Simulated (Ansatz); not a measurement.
Input for Ansatz (a first-principles code): R-wB97X-V/def2-TZVPP on BH3O (SMILES BO).

Ansatz 0.2 input:
```yaml
crystal:
  periodic: [false, false, false]
  atoms:
    - {symbol: B, position_ang: [-0.69125798, 0.18217746, -0.00110155]}
    - {symbol: O, position_ang: [0.58629667, -0.25773472, 0.00165154]}
    - {symbol: H, position_ang: [-1.54526677, -0.64914589, 0.00487819]}
    - {symbol: H, position_ang: [-0.93342873, 1.35471251, -0.00919167]}
    - {symbol: H, position_ang: [1.24461209, 0.44542381, -0.00339108]}
basis:
  gaussian:
    orbitals: def2-TZVPP
hamiltonian:
  xc: {name: wB97X-V}
accuracy: high
relax: {f_tol: 0.0005, max_steps: 60}
scf: {lower_state_search: off}
output: {forces: true}
```

Program output:

```
WARN ansatz: RAYON_NUM_THREADS=1 ignored (pool sized by the plan → 1); use --threads N
Functional definition: wB97X-V
these checks for a lower state are left out or cut short: stability, starts, cluster_reference, orbital_swaps, neighbouring_geometries, increment
integrals: 0.16 GiB planned
1900 factors; integrals over basis functions are off by at most 2.2e-9 eV
integrals: 0.27 GiB planned
282 factors; integrals over basis functions are off by at most 8.4e-10 eV
mean field: 0.53 GiB planned
mean field evaluation 1: about -2770.4947 eV, gradient 4.2e1 eV
mean field evaluation 2: about -2769.9417 eV, gradient 4.7e1 eV
mean field evaluation 4: about -2773.2980 eV, gradient 7.0e-1 eV
mean field evaluation 8: about -2773.3029 eV, gradient 4.0e-3 eV
mean field evaluation 16: about -2773.3029 eV, gradient 1.0e-6 eV
mean field -2773.30289519 eV, -101.9170015861 hartree, gradient 2.1e-8 eV, S^2 0.000000; 0 other end points of the search recorded, 0 dependent functions left out
the calculation of the forces begins
reference -2773.30289503 eV, -101.9170015800 hartree; 8, 8 occupied and 96, 96 virtual orbitals, 1900 factors
relax step   1: F+E_penalty+E_count = -2773.30289519 eV  Δ(F+E_penalty+E_count) = +0.000e0 eV  max|allowed force component| = 2.732e-1 eV/Å  Δτ_max = 0.0000 Å  (16 SCF iters, accepted)
these checks for a lower state are left out or cut short: stability, starts, cluster_reference, orbital_swaps, neighbouring_geometries, increment
integrals: 0.16 GiB planned
1900 factors; integrals over basis functions are off by at most 2.2e-9 eV
integrals: 0.27 GiB planned
282 factors; integrals over basis functions are off by at most 8.4e-10 eV
mean field: 0.52 GiB planned
mean field -2773.30393492 eV, -101.9170397952 hartree, gradient 9.2e-8 eV, S^2 0.000000; 0 other end points of the search recorded, 0 dependent functions left out
the calculation of the forces begins
reference -2773.30393475 eV, -101.9170397892 hartree; 8, 8 occupied and 96, 96 virtual orbitals, 1900 factors
relax step   2: F+E_penalty+E_count = -2773.30393492 eV  Δ(F+E_penalty+E_count) = -1.040e-3 eV  max|allowed force component| = 9.051e-2 eV/Å  Δτ_max = 0.0036 Å  (17 SCF iters, accepted)
these checks for a lower state are left out or cut short: stability, starts, cluster_reference, orbital_swaps, neighbouring_geometries, increment
integrals: 0.16 GiB planned
1900 factors; integrals over basis functions are off by at most 2.2e-9 eV
integrals: 0.27 GiB planned
282 factors; integrals over basis functions are off by at most 8.4e-10 eV
mean field: 0.53 GiB planned
mean field evaluation 32: about -2773.3041 eV, gradient 2.9e-8 eV
mean field -2773.30409315 eV, -101.9170456102 hartree, gradient 4.6e-8 eV, S^2 0.000000; 0 other end points of the search recorded, 0 dependent functions left out
the calculation of the forces begins
reference -2773.30409298 eV, -101.9170456041 hartree; 8, 8 occupied and 96, 96 virtual orbitals, 1900 factors
relax step   3: F+E_penalty+E_count = -2773.30409315 eV  Δ(F+E_penalty+E_count) = -1.582e-4 eV  max|allowed force component| = 2.425e-2 eV/Å  Δτ_max = 0.0023 Å  (16 SCF iters, accepted)
these checks for a lower state are left out or cut short: stability, starts, cluster_reference, orbital_swaps, neighbouring_geometries, increment
integrals: 0.16 GiB planned
1900 factors; integrals over basis functions are off by at most 2.2e-9 eV
integrals: 0.27 GiB planned
282 factors; integrals over basis functions are off by at most 8.4e-10 eV
mean field: 0.52 GiB planned
mean field -2773.30407954 eV, -101.9170451100 hartree, gradient 4.5e-8 eV, S^2 0.000000; 0 other end points of the search recorded, 0 dependent functions left out
the calculation of the forces begins
reference -2773.30407937 eV, -101.9170451040 hartree; 8, 8 occupied and 96, 96 virtual orbitals, 1900 factors
relax step   4: F+E_penalty+E_count = -2773.30407954 eV  Δ(F+E_penalty+E_count) = +1.361e-5 eV  max|allowed force component| = 2.826e-2 eV/Å  Δτ_max = 0.0034 Å  (16 SCF iters, rejected (line search))
these checks for a lower state are left out or cut short: stability, starts, cluster_reference, orbital_swaps, neighbouring_geometries, increment
integrals: 0.16 GiB planned
1900 factors; integrals over basis functions are off by at most 2.2e-9 eV
integrals: 0.27 GiB planned
282 factors; integrals over basis functions are off by at most 8.4e-10 eV
mean field: 0.53 GiB planned
mean field -2773.30412296 eV, -101.9170467058 hartree, gradient 1.7e-8 eV, S^2 0.000000; 0 other end points of the search recorded, 0 dependent functions left out
the calculation of the forces begins
reference -2773.30412280 eV, -101.9170466997 hartree; 8, 8 occupied and 96, 96 virtual orbitals, 1900 factors
relax step   5: F+E_penalty+E_count = -2773.30412296 eV  Δ(F+E_penalty+E_count) = -2.981e-5 eV  max|allowed force component| = 3.766e-3 eV/Å  Δτ_max = 0.0017 Å  (17 SCF iters, accepted)
these checks for a lower state are left out or cut short: stability, starts, cluster_reference, orbital_swaps, neighbouring_geometries, increment
integrals: 0.16 GiB planned
1900 factors; integrals over basis functions are off by at most 2.2e-9 eV
integrals: 0.27 GiB planned
282 factors; integrals over basis functions are off by at most 8.4e-10 eV
mean field: 0.53 GiB planned
mean field -2773.30412733 eV, -101.9170468664 hartree, gradient 2.3e-8 eV, S^2 0.000000; 0 other end points of the search recorded, 0 dependent functions left out
the calculation of the forces begins
reference -2773.30412717 eV, -101.9170468603 hartree; 8, 8 occupied and 96, 96 virtual orbitals, 1900 factors
relax step   6: F+E_penalty+E_count = -2773.30412733 eV  Δ(F+E_penalty+E_count) = -4.370e-6 eV  max|allowed force component| = 1.260e-3 eV/Å  Δτ_max = 0.0012 Å  (16 SCF iters, accepted)
these checks for a lower state are left out or cut short: stability, starts, cluster_reference, orbital_swaps, neighbouring_geometries, increment
integrals: 0.16 GiB planned
1900 factors; integrals over basis functions are off by at most 2.2e-9 eV
integrals: 0.27 GiB planned
282 factors; integrals over basis functions are off by at most 8.4e-10 eV
mean field: 0.52 GiB planned
mean field -2773.30412742 eV, -101.9170468696 hartree, gradient 8.3e-9 eV, S^2 0.000000; 0 other end points of the search recorded, 0 dependent functions left out
the calculation of the forces begins
reference -2773.30412726 eV, -101.9170468636 hartree; 8, 8 occupied and 96, 96 virtual orbitals, 1900 factors
relax step   7: F+E_penalty+E_count = -2773.30412742 eV  Δ(F+E_penalty+E_count) = -8.884e-8 eV  max|allowed force component| = 8.453e-5 eV/Å  Δτ_max = 0.0001 Å  (15 SCF iters, accepted)
Total energy: -2773.30412726 eV, -101.9170468636 hartree
Atom 0 at    -0.690617     0.180784    -0.001092 Å, force    -0.000054     0.000085    -0.000001 eV/Å
Atom 1 at     0.590213    -0.259763     0.001665 Å, force     0.000068     0.000017    -0.000000 eV/Å
Atom 2 at    -1.548371    -0.652706     0.004904 Å, force     0.000009    -0.000002     0.000000 eV/Å
Atom 3 at    -0.928363     1.358742    -0.009221 Å, force     0.000004    -0.000059     0.000000 eV/Å
Atom 4 at     1.238093     0.448375    -0.003410 Å, force    -0.000027    -0.000040     0.000000 eV/Å
Dipole moment:     0.187914     0.264102    -0.001880 e Å
Checks for a lower state left out: stability, starts, cluster_reference, orbital_swaps, neighbouring_geometries, increment
```

Self-consistency was reached.

Cost: roughly 80 core-seconds.
